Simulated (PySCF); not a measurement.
Indium: a sound run and one with changed settings

Sound run: In⁺ [Kr] 4d10 5s2, In²⁺ [Kr] 4d10 5s1. Calculation: PySCF 2.14, in cc-pVDZ-PP with ECP28MDF (4s3p2d, 23 functions); scalar relativity through the core potential. The sound run starts from symmetry-adapted Hartree-Fock orbitals and uses a fine grid where one is needed.

Changed run: initial guess minao, at most 5 SCF cycles. This setting is unsound on purpose.

```json
{"species": "In⁺", "method": "UHF", "sound run (hartree)": "-189.01390", "changed run (hartree)": "-189.01390", "converged": "no"}
{"species": "In⁺", "method": "M06-L", "sound run (hartree)": "-190.04935", "changed run (hartree)": "-190.04935", "converged": "no"}
{"species": "In⁺", "method": "B3LYP", "sound run (hartree)": "-189.97296", "changed run (hartree)": "-189.97296", "converged": "no"}
{"species": "In²⁺", "method": "UHF", "sound run (hartree)": "-188.38874", "changed run (hartree)": "-188.38874", "converged": "no"}
{"species": "In²⁺", "method": "M06-L", "sound run (hartree)": "-189.36357", "changed run (hartree)": "-189.36357", "converged": "no"}
{"species": "In²⁺", "method": "B3LYP", "sound run (hartree)": "-189.27205", "changed run (hartree)": "-189.27205", "converged": "no"}
```

The SCF was stopped early; the energies are upper bounds that still move, and correlated levels were skipped or rest on poor orbitals.
